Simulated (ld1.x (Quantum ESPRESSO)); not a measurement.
## Configuration tests for selenium (ultrasoft)

- Element: selenium
- Generator: ld1.x (Quantum ESPRESSO) 7.5
- Type: ultrasoft
- Functional: PBEsol
- Relativity: fully relativistic
- Frozen core: [Ar] 3d10
- Valence charge: 6
- Reference configuration: 4s2 4p4
- Partial waves: 4s (bound): rcut 1.30, rcutus 1.55 bohr; 4s channel at 0.55 Ry: rcut 1.30, rcutus 1.55 bohr; 4p (bound): rcut 1.50, rcutus 1.95 bohr; 4p channel at 0.8 Ry: rcut 1.50, rcutus 1.95 bohr
- Local potential: all-electron potential smoothed inside 1.75 bohr (lloc = -1)
- Core correction: a·sin(br)/r model core, default radius (core density twice the valence density)
- Augmentation charge: built from norm-conserving waves at rcut, not smoothed further

Open shells are filled in proportion to 2j + 1 (rel_dist='average').

Energies are relative to the spin-unpolarised reference configuration 4s2 4p4; without spin polarisation the order of configurations can differ from experiment.

| valence configuration | charge | ΔE all-electron (eV) | error AE − PS (meV) |
| --- | --- | --- | --- |
| 4s2 4p3 | +1 | 10.854 | -1.7 |
| 4s2 4p2 | +2 | 31.226 | -14 |
| 4s2 4p1 | +3 | 62.134 | -55 |
| 4s1 4p4 | +1 | 22.389 | -14 |
| 4s1 4p5 | 0 | 10.881 | -7.0 |
| 4s2 4p3.5 | +0.5 | 4.312 | -0.3 |

(1) What are ΔE and the potential's error for 4s0 4p6?

Levels in the configuration 4s0 4p6:

| level | all-electron (eV) | pseudo (eV) |
| --- | --- | --- |
| 4p j=1/2 | -7.982 | -7.991 |
| 4p j=3/2 | -7.566 | -7.573 |

## Answers

(1) ΔE = 21.965 eV all-electron; the error (AE − PS) is -28 meV.
